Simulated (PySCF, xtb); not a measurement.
iodine monochloride cation (ClI), SMILES ClI (connectivity only; charge and spin as stated), charge +1, multiplicity 2.

Harmonic wavenumbers (cm⁻¹) from GFN2-xTB run with xtb at its own minimum, in rising order: 395.

### Question
What does B3LYP-D3(BJ)/def2-TZVP (PySCF) give at its own minimum? (Estimate from the structure and the level; the computed values follow.)

### Answer
432. Paired by order, the mean absolute difference is 37 cm⁻¹ and the zero-point energies are 0.6 and 0.6 kcal/mol.
